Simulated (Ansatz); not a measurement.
Z-matrix (Å, degrees):
```
Si
O 1 1.655
H 1 1.484 2 110.2
H 1 1.484 2 110.2 3 -121.4
H 1 1.481 2 106.4 3 119.3
B 2 1.347 1 131.9 3 60.8
F 6 1.334 2 118.9 1 180.0
O 6 1.359 2 121.1 1 -0.0
H 8 0.960 6 113.4 2 180.0
```

Charge 0, multiplicity 1.

Q: List the PBE/def2-TZVPP orbital energies in eV (Ansatz 0.2.0). (An estimate is asked.)

A: The calculation gave: Occupied: -1780.26, -660.06, -510.98, -510.69, -179.37, -137.94, -94.72, -94.64, -94.64, -30.19, -26.19, -25.34, -14.93, -14.08, -12.95, -11.69, -11.31, -10.34, -9.67, -9.48, -8.87, -8.59, -7.92, -7.77. Lowest empty: -0.84, 0.19, 0.32, 0.79, 1.07, 1.21, 1.79, 2.95.
